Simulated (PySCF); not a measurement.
Au(Cl)(CO) cation (CAuClO), SMILES [Cl][Au]<-[C-]#[O+] (connectivity only; charge and spin as stated), charge +1, multiplicity 2.

Geometry optimised at B3LYP-D3(BJ)/def2-SVP. The multiplicity is an assumed one; other spin states were not compared. The isomer is the one that the SMILES or the coordinates give; other isomers of the formula were not compared. The def2 effective core potentials stand for the cores of Au; spin–orbit coupling is left out.

Method: PBE0/def2-TZVPD (PySCF).

Isolated molecule, no solvent.

The total energy is -708.73525 hartree and the point group is Cs. The α spin, highest occupied and lowest empty level is -14.96 and -7.47 eV and the β spin, highest occupied and lowest empty level comes out as -14.88 and -12.52 eV. The dipole moment about the centre of nuclear charge comes out as 0.07 D. The mean static polarisability comes out as 56.6 bohr³ (8.39 Å³), the polarisability, principal values is 35.4, 36.5, 97.9 bohr³ and the ⟨S²⟩ is 0.755 (pure state 0.75).
